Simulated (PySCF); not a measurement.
C5H7O, SMILES O=C1[CH]CCC1, multiplicity 2.

Coordinates come from a r2SCAN-D4/def2-SVP optimisation. The isomer is the one that the SMILES or the coordinates give; other isomers of the formula were not compared. One conformer was computed; it need not be the lowest.

These are CAM-B3LYP/def2-TZVP (PySCF) values and carry that method's errors.

The molecule is in vacuum.

Computed frontier levels, dipole moment and polarisability:
```json
{
  "α spin, highest occupied and lowest empty level": "-8.19 and 1.63 eV",
  "β spin, highest occupied and lowest empty level": "-8.45 and -1.91 eV",
  "dipole_moment": "3.78 D",
  "quadrupole, principal values (traceless, Buckingham form, about the centre of nuclear charge)": "-9.57, 3.42, 6.15 D·Å",
  "mean_static_polarisability": "58.7 bohr³ (8.70 Å³)",
  "polarisability_principal_values": "45.4, 60.0, 70.7 bohr³",
  "⟨S²⟩": "0.766 (pure state 0.75)"
}
```
